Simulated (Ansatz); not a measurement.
Ansatz results at the PBE0-D4/def2-TZVP geometry: LUMO energy (PBE/def2-TZVPP) -3.08 eV; LUMO energy (B3LYP/def2-TZVPP) -2.33 eV; size of the dipole moment (B3LYP/def2-TZVPP) 1.66 D.

Each molecule was computed in one conformer, which needn't be the lowest.

Question: Which molecule gave them?
A. `FC1([SeH])O[SiH2]1`
B. `CB[SiH]([SiH3])Cl`
C. `F[SiH](F)C[O][AlH2]`
D. `CB(F)[SiH2]O`

Answer: B. The others give `CB(F)[SiH2]O`: -2.15, -1.40, 2.13; `F[SiH](F)C[O][AlH2]`: -2.04, -1.50, 2.15; `FC1([SeH])O[SiH2]1`: -2.07, -1.48, 2.99.

B3LYP here is the variant with VWN-RPA as its local correlation; programs differ in this.
